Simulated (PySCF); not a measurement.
Simulated C 1s region for `CC(=O)[O][Ge]([Cl])([Cl])[Cl]` (Ge(OAc)Cl3), binding energy against the vacuum level.

Every computed line was given a Gaussian of 0.8 eV full width at half maximum and an area set by the number of equivalent atoms; the highest printed point is 100. Computed with PySCF, delta-SCF UKS SCAN, pcX-2 on the ionised atom, pcseg-1 elsewhere, spin-free X2C.

binding energy (eV), intensity and a bar:
```
    290.6          0 
    290.7          1 
    290.8          2 #
    290.9          4 #
    291.0          8 ##
    291.1         15 ####
    291.2         25 ########
    291.3         39 ############
    291.4         56 #################
    291.5         74 ######################
    291.6         89 ###########################
    291.7         98 #############################
    291.8         99 ##############################
    291.9         92 ############################
    292.0         79 ########################
    292.1         61 ##################
    292.2         44 #############
    292.3         29 #########
    292.4         17 #####
    292.5         10 ###
    292.6          5 #
    292.7          2 #
    292.8          1 
    292.9          0 
    293.0          0 
    293.1          0 
    293.2          0 
    293.3          0 
    293.4          0 
    293.5          0 
    293.6          0 
    293.7          0 
    293.8          0 
    293.9          0 
    294.0          0 
    294.1          0 
    294.2          1 
    294.3          1 
    294.4          3 #
    294.5          7 ##
    294.6         13 ####
    294.7         22 #######
    294.8         35 ##########
    294.9         51 ###############
    295.0         69 #####################
    295.1         85 ##########################
    295.2         96 #############################
    295.3        100 ##############################
    295.4         95 #############################
    295.5         83 #########################
    295.6         66 ####################
    295.7         49 ###############
    295.8         33 ##########
    295.9         20 ######
    296.0         11 ###
    296.1          6 ##
    296.2          3 #
    296.3          1 
    296.4          0
```

Question: Count the maxima, the lines and the sites behind this envelope.

Answer: The curve has 2 maxima (at 291.8 and 295.3 eV). Under it lie 2 lines from 2 inequivalent carbon sites.

Question: Decompose the envelope and assign each component. Bonds: Ge1–O2, Ge1–Cl9, Ge1–Cl10, Ge1–Cl11, O2–C3, C3–C4, C3–O5. Hydrogens: H6, H7, H8 on C4.

Answer: 
```tsv
position (eV)	relative area	line	atoms	environment
291.76	1	C 1s	C4	carbon bonded to C and 3 H
295.29	1	C 1s	C3	carbon bonded to C and 2 O
```

Question: What are the centre and the root-mean-square width of the whole band?

Answer: The area-weighted mean of the lines is 293.53 eV. Their own spread about it is 1.76 eV (rms) and each Gaussian has σ = 0.8/2.355 = 0.34 eV; the variances add, which gives 1.80 eV.

Question: Above which line width would these two lines show one maximum?

Answer: Two equal Gaussians merge once their distance is under 2σ = FWHM/1.177. With 3.53 eV between them that is a full width over 4.16 eV.

Lowest listed C 1s: C4, bonded to C and 3 H. Highest, 3.53 eV above it: C3, bonded to 2 O and C.

No satellites, vibrations or lifetime broadening are included. One conformer (not necessarily the lowest) at the PBE0-D3(BJ)/def2-SVP geometry, without solvent, vibrations or thermal averaging.
